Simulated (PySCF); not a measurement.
The PySCF input:
```python
from pyscf import gto, scf, dft, tdscf

mol = gto.M(
    atom='''
Ge   -0.01131636    0.51427717    0.20206591
C    -1.93186059    0.07176919    0.19065899
Cl    1.06026641   -1.13724461   -0.53396757
H     0.32236233    1.69681593   -0.67864694
H     0.51319086    0.81014704    1.58869769
H    -2.11988347   -0.79928253    0.81420722
H    -2.52941307    0.89785979    0.56400272
H    -2.25749835   -0.15986647   -0.82087503
''',
    basis='6-31g',
    verbose=4,
)

mf = dft.RKS(mol)
mf.xc = 'pbe0'
mf.kernel()
td = mf.TDDFT()
td.nstates = 5
td.kernel()
td.analyze()
```

Q: What is the computed number of basis functions (PBE0/6-31G, TDDFT run with PySCF)?

A: 59

Q: Estimate the HOMO energy that PBE0/6-31G, TDDFT returns for this input.

A: -8.51 eV

Q: What is the computed HOMO-LUMO gap (PBE0/6-31G, TDDFT)?

A: 8.69 eV

Q: What nuclear repulsion energy does PBE0/6-31G, TDDFT give?

A: 273.4857 Eh

Q: What is the computed lowest excitation energy found (PBE0/6-31G, TDDFT)?

A: 7.21 eV

Q: Predict the excitation energies found from PBE0/6-31G, TDDFT.

A: 7.21, 7.25, 8.55, 8.70, 8.92 eV
